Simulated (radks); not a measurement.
Task: These are the eigenvalues of the occupied orbitals of an atom or ion with whole-number occupations (eV). Method: Dirac Kohn-Sham, PBE, spin-unpolarised, spherical densities, finite nucleus; Fermi nuclear charge, rms radius of each element as measured or else 0.836 A^(1/3) + 0.57 fm; computed with a radial shooting solver on a logarithmic mesh with Libxc functionals.

1s1/2: -93248.61
2s1/2: -20873.10
2p1/2: -20312.17
2p3/2: -18082.80
3s1/2: -8246.611
3p1/2: -8034.430
3p3/2: -7447.762

Which element is it, and in what charge state? The configuration may be excited. Open shells, if any, are shared by 2j + 1.

Result: Z = 82, lead, charge +65: Pb65+ in [Ne] 3s2 3p5. The list shows which subshells hold electrons but not how many an open one holds; the 1s level, -3426.8 hartree, gives Z - s = 82.8 by -(Z - s)^2/2, which with screening and relativity narrows Z to a few neighbours, and the depths of the outer levels then fix element, charge and occupations together.
